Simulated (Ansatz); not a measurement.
Two members of one family (Ge9H16 nanocrystal and its variants), computed with Ansatz in the gas phase. The two geometries come from different levels. Binding counts from free atoms in the multiplicity of their measured ground term, without zero-point energy. The structures are stationary points that may keep the symmetry of their start.

First: Ge9H16 (singlet, charge 0, r2SCAN-D4/def2-SVP geometry).

```xyz
25

Ge    2.827   -0.288    0.301
Ge    0.079   -1.714   -2.283
Ge   -0.568   -1.846    1.624
Ge    0.028    2.056    1.983
Ge   -2.720    0.631   -0.599
Ge    1.128   -1.973   -0.109
Ge    1.908    1.953    0.454
Ge   -1.206    0.336   -2.471
Ge   -1.631    0.337    1.550
H     3.896   -0.338   -0.809
H     3.522   -0.620    1.636
H     1.149   -1.761   -3.392
H    -0.874   -2.905   -2.503
H     0.076   -2.071    3.007
H    -1.623   -2.951    1.409
H     0.559    1.863    3.417
H    -0.627    3.449    1.911
H    -3.846   -0.417   -0.716
H    -3.372    2.027   -0.672
H     1.804   -3.362   -0.062
H     3.009    2.915    0.943
H     1.464    2.424   -0.942
H    -2.023    0.299   -3.778
H    -0.248    1.538   -2.554
H    -2.710    0.418    2.654
```

| level | HOMO (eV) | LUMO (eV) | gap (eV) | binding per atom (eV) |
| --- | --- | --- | --- | --- |
| PBE-D4/def2-SVP | -6.51 | -1.27 | 5.24 | 2.78 |
| PBE0-D4/def2-SVP | -7.54 | -0.60 | 6.94 | 2.79 |

Second: Ge7BNH16, B and N 4.0 Å apart at the start (singlet, charge 0, PBE0-D4/def2-SVP geometry).

Cartesian coordinates in Å:
```
Ge -1.308 1.819 -1.225
Ge 1.996 1.194 -0.741
Ge -0.029 1.459 1.944
Ge -2.234 -1.647 0.582
Ge 1.600 -1.829 0.776
B 0.331 2.075 0.008
Ge -1.943 -0.520 -1.556
N 1.721 -0.809 -0.898
Ge -0.342 -0.968 1.959
H -1.140 2.367 -2.668
H -2.607 2.458 -0.675
H 2.430 1.437 -2.211
H 3.312 1.131 0.077
H -1.324 2.005 2.596
H 1.113 1.698 2.966
H -3.524 -1.156 1.272
H -2.315 -3.185 0.451
H 2.990 -1.547 1.380
H 1.581 -3.284 0.256
H 0.597 3.269 0.023
H -3.156 -0.784 -2.471
H -0.771 -1.300 -2.241
H 2.471 -1.195 -1.473
H 0.857 -0.960 -1.437
H -0.305 -1.730 3.304
```

**Question.** Estimate the same table for the second.

**Answer.** 
```
           level  HOMO (eV)  LUMO (eV)  gap (eV)  binding per atom (eV)
 PBE-D4/def2-SVP      -5.95      -1.85      4.10                   2.98
PBE0-D4/def2-SVP      -6.97      -1.09      5.88                   2.97
```
